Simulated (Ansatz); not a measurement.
`C#C[Si](F)(Cl)Cl` + NH₃ → `N[Si](F)(Cl)Cl` + `C#C` at 298.15 K and 1 bar (ligand exchange at the Si–C bond).

Program: Ansatz. Geometries: PBE0-D4/def2-TZVP. ΔE: electronic, gas phase. CCSD(T)/CBS is the MP2 limit (def2-TZVPP, def2-QZVPP) plus CCSD(T) − MP2 in def2-TZVPP, frozen cores. This one scheme is used for every species. Each species was taken in one conformer, which may not be the lowest.

| species | CCSD(T)/CBS energy (Eh) | H − E (kJ/mol) | S (J/(mol·K)) |
| --- | --- | --- | --- |
| `C#C[Si](F)(Cl)Cl` | -1385.25733 | 90.6 | 360.0 |
| NH₃ | -56.50880 | 100.5 | 192.4 |
| `N[Si](F)(Cl)Cl` | -1364.55198 | 106.9 | 349.5 |
| `C#C` | -77.22717 | 80.8 | 200.2 |

H − E and S are ideal-gas, rigid-rotor, harmonic terms from PBE0-D4/def2-TZVP, for one conformer and one mirror image of each species. 1 Eh = 2625.50 kJ/mol, R = 8.31446 J/(mol·K).

Q: By hand: ΔE, ΔH, ΔS and ΔG.

A: ΔE = (-1364.55198) + (-77.22717) − (-1385.25733) − (-56.50880) = -0.01302 Eh = -34.2 kJ/mol. Δ(H − E) = 106.9 + 80.8 − 90.6 − 100.5 = -3.4, so ΔH = -37.6 kJ/mol. ΔS = 349.5 + 200.2 − 360.0 − 192.4 = -2.7 J/(mol·K). ΔG = -37.6 − 298.15 × (-2.7)/1000 = -36.8 kJ/mol.

Q: By hand: the equilibrium constant, and the temperature at which ΔG would vanish if ΔH and ΔS stayed fixed.

A: log₁₀ K = −ΔG/(RT ln 10) = 6.4. ΔG = 0 at ΔH/ΔS = 13926 K, far beyond where these terms or the molecules hold.

The number of gas molecules stays the same, so ΔS is small and ΔH decides. A doubt of 5 kJ/mol in ΔE shifts log₁₀ K by 0.9 here. Other conformers and mirror images would add mixing entropy, several J/(mol·K) or more a flexible species. These are equilibria of isolated gas molecules and say nothing of rates. Largest T1 diagnostic: 0.013 (customary marks: 0.02 for closed shells, 0.045 for open ones).
